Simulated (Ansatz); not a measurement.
C2H6OSSi can be A, `O=C[SiH2]CS`, or B, `S[SiH]1CCO1`.

Gas-phase electronic energies from Ansatz, PBE0-D4/def2-TZVP geometries. CCSD(T)/CBS is the MP2 limit (def2-TZVPP, def2-QZVPP) plus CCSD(T) − MP2 in def2-TZVPP, frozen cores. Functionals use def2-TZVPP. B3LYP here is the variant with VWN-RPA as its local correlation; programs differ in this. One conformer a species, not always the lowest.

A:

Z-matrix (Å, degrees):
```
Si
C 1 1.926
C 1 1.869 2 109.4
H 1 1.485 2 108.4 3 -121.9
H 1 1.493 2 105.5 3 121.6
O 2 1.207 1 122.8 3 -2.5
H 2 1.117 1 118.4 3 178.8
S 3 1.817 1 110.6 2 -61.0
H 3 1.093 1 109.7 2 -177.4
H 3 1.091 1 112.5 2 63.4
H 8 1.343 3 96.1 1 63.1
```

B:

```xyz
11

S     1.5681   -0.4549   -2.0737
Si    0.0695    0.3741   -0.8103
C    -0.6839   -0.7802    0.4522
C    -0.0357    0.2017    1.4509
O     0.5956    1.1556    0.5610
H     1.3696    0.4390   -3.0552
H    -0.7886    1.2179   -1.6796
H    -0.2852   -1.7930    0.4902
H    -1.7717   -0.8190    0.4959
H     0.7236   -0.2607    2.0863
H    -0.7614    0.7195    2.0823
```

(1) Which is lower in electronic energy at CCSD(T)/CBS, and by how much? (Best estimate.)

(2) Give E(B) − E(A) in kcal/mol with CCSD/def2-TZVPP, ωB97M-V, r2SCAN-D4, PBE-D4, B3LYP, B3LYP-D4, HF/def2-TZVPP. (Best estimate.)

Largest T1 diagnostic: 0.014.

Results:

(1) The calculation gave: B, by 49.4 kcal/mol.

(2) Ansatz gave: CCSD/def2-TZVPP -49.0, ωB97M-V -49.5, r2SCAN-D4 -49.9, PBE-D4 -46.6, B3LYP -45.6, B3LYP-D4 -45.4, HF/def2-TZVPP -47.0. None reverses the order clearly.

In def2-TZVPP, CCSD(T) changes the Hartree–Fock value by −1.4 kcal/mol (the triples alone add +0.6 kcal/mol) and MP2 by −4.7 kcal/mol. From PBE to PBE0 (25 % exact exchange), in def2-TZVPP and without D4, E(B) − E(A) moves by −4.0 kcal/mol.
